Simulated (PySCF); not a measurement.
Al(Cl)(H)(nPr) (C3H8AlCl), SMILES CC[CH2][AlH][Cl]. Geometry: B3LYP-D3(BJ)/def2-SVP. Other conformers were not sampled.

Computed equilibrium geometry at B3LYP-D3(BJ)/def2-SVP (PySCF confirms it by a frequency run) as a Z-matrix (one conformer of several):
```
C
H 1 1.1077
H 1 1.1078 2 104.17
C 1 1.5381 2 110.24 3 118.24
H 4 1.1051 1 109.80 2 65.14
H 4 1.1051 5 105.21 1 -118.09
C 4 1.5295 5 109.14 6 -117.00
H 7 1.1022 4 111.76 5 57.24
H 7 1.1028 8 107.79 4 122.23
H 7 1.1028 8 107.79 9 115.55
Al 1 1.9550 2 107.70 3 -114.12
H 11 1.5798 1 125.22 2 -124.34
Cl 11 2.1204 12 116.30 1 179.98
```
Charge 0, spin multiplicity 1.
